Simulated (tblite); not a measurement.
Q: Write Cartesian coordinates for `[O]S(=O)(=O)c1cccnn1` [radical] as optimised with GFN2-xTB. (Doublet state.)

A: 
```xyz
13
C4H3N2O3S angstrom
O      2.5436    0.3830    1.2624
S      2.3670   -0.1965   -0.0407
O      2.6735    0.6347   -1.1754
O      2.5536   -1.6175   -0.1596
C      0.4807   -0.1489   -0.2054
C     -0.2560    0.4231    0.8246
C     -1.6231    0.4224    0.6018
C     -2.1196   -0.1274   -0.5844
N     -1.3223   -0.6467   -1.5034
N     -0.0662   -0.6235   -1.2549
H      0.2385    0.8161    1.6983
H     -2.2998    0.8396    1.3323
H     -3.1744   -0.1580   -0.8133
```

Orientation and origin are arbitrary. Atoms count from 1 in this order. The C–N distances run from 1.275 Å (C5–N10, aromatic) to 1.323 Å (C8–N9, aromatic), a spread of 0.048 Å. C6 (carbon bonded to 2 C and H) is planar (angles 125.7°, 120.5° and 113.8°, sum 360.0°, 0.00 Å off the plane of its three neighbours). All 3 O–S bonds measure 1.437 to 1.439 Å. The 6-membered ring C5–C6–C7–C8–N9–N10 has internal angles of 113.8° to 126.0°; it is planar, 0.00 Å rms from its mean plane, widest ring torsion 0°.

Bonds between heavy atoms (Å): O1–S2 1.437, S2=O3 1.439, S2=O4 1.438, S2–C5 1.894, C5–C6 1.390, C6–C7 1.385, C7–C8 1.398, C8–N9 1.323, N9–N10 1.281, C5–N10 1.275.

Structure optimised with GFN2-xTB, isolated species. This method treats the open shell by occupation alone, without spin polarisation.

Point group: near Cs, missed by 0.09 Å at most; the miss may be what the optimiser left on a soft mode. Its lowest GFN2-xTB frequency is 15i cm⁻¹, too small to tell a flat minimum from a shallow saddle.

On one thread of an Arm Neoverse V1, shared host with 64 logical CPUs at a one-minute load of 28, this took 0.26 s. This is the geometry optimisation.

The numbers are calculated, not measured.
